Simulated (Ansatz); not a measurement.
All numbers were calculated with Ansatz.

Basis-set series for `[BH2][Al]1[CH2][NH]1`. Charge 0, multiplicity 1. The structure was optimised at the PBE0-D4/def2-TZVP level.

```xyz
9

B     2.345    0.108    0.499
Al    0.282    0.030    0.090
C    -1.627    0.369    0.014
N    -1.014   -0.746   -0.753
H     3.082    0.813   -0.126
H     2.833   -0.514    1.397
H    -2.300    0.079    0.825
H    -2.046    1.187   -0.577
H    -1.555   -1.327   -1.369
```

| functional | basis | functions | energy (Eh) | HOMO (eV) | LUMO (eV) |
| --- | --- | --- | --- | --- | --- |
| PBE0-D4 | def2-SVP | 85 | -362.62564 | -6.21 | -2.78 |
| PBE0-D4 | def2-TZVPP | 205 | -362.84813 | -6.30 | -2.87 |
| ωB97M-V | def2-SVP | 85 | -362.80479 | -8.43 | -0.78 |
| ωB97M-V | def2-TZVPP | 205 | -363.03386 | -8.51 | -0.96 |

Problem. Give the rows for def2-QZVPP. (Estimate.)

Solution. The calculation gave: 
```
functional       basis  functions  energy (Eh)  HOMO (eV)  LUMO (eV)
   PBE0-D4  def2-QZVPP        391   -362.86297      -6.33      -2.89
   ωB97M-V  def2-QZVPP        391   -363.04830      -8.54      -1.01
```
